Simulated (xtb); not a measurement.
xtb input (GFN-FF):

```bash
xtb mol.xyz --gfnff --opt tight --chrg 0 --uhf 0
```
mol.xyz:
```
9

Si     2.37624619    -0.55272647    -0.30569849
O      0.76088431    -0.86803171    -0.45494135
Si    -0.74365006    -0.36431241    -0.18296077
Cl    -1.04151230    -0.10300297     1.82907023
Cl    -1.06248852     1.42912181    -1.12498952
H      3.10100932    -1.70034620    -0.88557184
H      2.71757833    -0.39825826     1.12399733
H      2.70520806     0.68705453    -1.03987667
H     -1.69920194    -1.34967251    -0.68716065
```

End of the output:

```
         :::::::::::::::::::::::::::::::::::::::::::::::::::::
         ::                     SUMMARY                     ::
         :::::::::::::::::::::::::::::::::::::::::::::::::::::
         :: total energy              -0.748822730656 Eh    ::
         :: gradient norm              0.000575959288 Eh/a0 ::
         ::.................................................::
         :: bond energy               -0.746915253882 Eh    ::
         :: angle energy               0.032887080606 Eh    ::
         :: torsion energy             0.000056007778 Eh    ::
         :: repulsion energy           0.040172946649 Eh    ::
         :: electrostat energy        -0.068890802838 Eh    ::
         :: dispersion energy         -0.005817162688 Eh    ::
         :: HB energy                  0.000000000000 Eh    ::
         :: XB energy                  0.000000000000 Eh    ::
         :: bonded atm energy         -0.000315546279 Eh    ::
         :: external energy            0.000000000000 Eh    ::
         :: add. restraining           0.000000000000 Eh    ::
         :: total charge              -0.000000000000 e     ::
         :::::::::::::::::::::::::::::::::::::::::::::::::::::

           -------------------------------------------------
          |                Property Printout                |
           -------------------------------------------------

molecular dipole:
                 x           y           z       tot (Debye)
 q only:        0.840      -0.329      -0.011       2.292
           -------------------------------------------------
          |                Geometry Summary                 |
           -------------------------------------------------

      molecular mass/u    :      147.1080405
   center of mass at/Å    :        0.0332014       0.0225803      -0.0437114
  moments of inertia/u·Å² :        0.2380885E+03   0.3475835E+03   0.4996323E+03
rotational constants/cm⁻¹ :        0.7080405E-01   0.4849951E-01   0.3374008E-01

 * 8 selected distances

     #   Z          #   Z                                           value/Å
     1  14 Si       2   8 O                                       1.6709897
     2   8 O        3  14 Si                                      1.6688067
     3  14 Si       4  17 Cl                                      2.0876592
     3  14 Si       5  17 Cl                                      2.0900218 (max)
     1  14 Si       6   1 H                                       1.4727179
     1  14 Si       7   1 H                                       1.4730713
     1  14 Si       8   1 H                                       1.4725163
Note: The following floating-point exceptions are signalling: IEEE_UNDERFLOW_FLAG IEEE_DENORMAL
normal termination of xtb
     3  14 Si       9   1 H                                       1.4712114 (min)

 * 3 distinct bonds (by element types)

   Z      Z             #   av. dist./Å        max./Å        min./Å
   1 H   14 Si          4     1.4723792     1.4730713     1.4712114
   8 O   14 Si          2     1.6698982     1.6709897     1.6688067
  14 Si  17 Cl          2     2.0888405     2.0900218     2.0876592

optimized geometry written to: xtbopt.xyz

           -------------------------------------------------
          | TOTAL ENERGY               -0.748822730656 Eh   |
          | GRADIENT NORM               0.000575959288 Eh/α |
           -------------------------------------------------
########################################################################
[WARNING] Runtime exception occurred
-1- gfnff_setup: Could not read topology file.
########################################################################

------------------------------------------------------------------------
------------------------------------------------------------------------
 total:
 SCF:
 ANC optimizer:
```
